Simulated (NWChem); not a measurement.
System: CH6MgSi; SMILES [CH3][Mg][SiH3]

Results from NWChem. Medium grid unless said otherwise, to which SCAN and Minnesota functionals are sensitive. All runs use the structure optimised with B3LYP/6-31G* (spherical d). B3LYP is NWChem's, with the RPA form of VWN correlation.

Problem. Order these by “highest occupied level (eV)”, lowest first: OLYP/def2-SVP; B3LYP/def2-SVP; LC-BLYP (range parameter 0.33 per bohr)/def2-SVP; SCAN/def2-SVP.

Solution. LC-BLYP (range parameter 0.33 per bohr)/def2-SVP (-8.68), B3LYP/def2-SVP (-6.33), SCAN/def2-SVP (-5.75), OLYP/def2-SVP (-5.30)
